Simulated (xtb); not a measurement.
B(H)(Br)(OEt) (C2H6BBrO), SMILES CCOBBr. All values are semi-empirical tight-binding results from xtb (GFN2-xTB unless named), good for trends rather than for accurate numbers. Geometry: GFN2-xTB. The structure was generated by enumeration, and PubChem lists no compound with its InChIKey, so it may never have been made. The values are those of a single conformer.

Computed properties:
- orbital gap = 5.03 eV
- zero-point energy = 51.8 kcal/mol
- G − E(el) at 298.15 K (modified RRHO) = 31.8 kcal/mol
- static polarisability (D4 model) = 64.0 bohr³
- solvation energy, GFN2-xTB/ALPB(water) = -2.4 kcal/mol
- solvation energy, GFN2-xTB/ALPB(chcl3) = -6.5 kcal/mol
